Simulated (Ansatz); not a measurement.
`O[SiH]([SiH3])[SiH3]`, relaxed with RKS PBE0-D4/def2-TZVP in Ansatz 0.2.0 from a PBE-D4/def2-SVP geometry. The force threshold is 0.005 eV/Å; the program also tests the step.

The species carries charge 0 and has multiplicity 1.

Start:

```xyz
12

O     0.241   -1.303    1.705
Si   -0.459   -0.532    0.367
Si   -0.633    1.748    0.911
Si    0.852   -0.795   -1.581
H     0.427   -2.249    1.570
H    -1.843   -1.069    0.062
H    -1.282    2.453   -0.252
H     0.733    2.340    1.132
H    -1.471    1.965    2.142
H     1.054   -2.254   -1.907
H     2.208   -0.167   -1.393
H     0.174   -0.136   -2.755
```

Q: How much energy does the relaxation release, and in how many steps? (Estimate.)

A: Ansatz gave: 0.05 eV, in 11 steps, 1 of them rejected.

Q: Which bonds change most? (Estimate.)

A: The calculation gave: O1–Si2 from 1.696 to 1.660 Å; Si2–H6 from 1.516 to 1.496 Å; Si4–H12 from 1.507 to 1.489 Å; Si4–H11 from 1.506 to 1.488 Å.

Q: Give the relaxed structure. (An estimate is asked.)

A: Computed: 
```xyz
12

O     0.232   -1.288    1.668
Si   -0.437   -0.521    0.357
Si   -0.626    1.742    0.916
Si    0.854   -0.794   -1.587
H     0.380   -2.232    1.597
H    -1.799   -1.064    0.058
H    -1.248    2.456   -0.233
H     0.717    2.331    1.169
H    -1.476    1.938    2.121
H     1.069   -2.240   -1.879
H     2.186   -0.147   -1.442
H     0.148   -0.180   -2.745
```
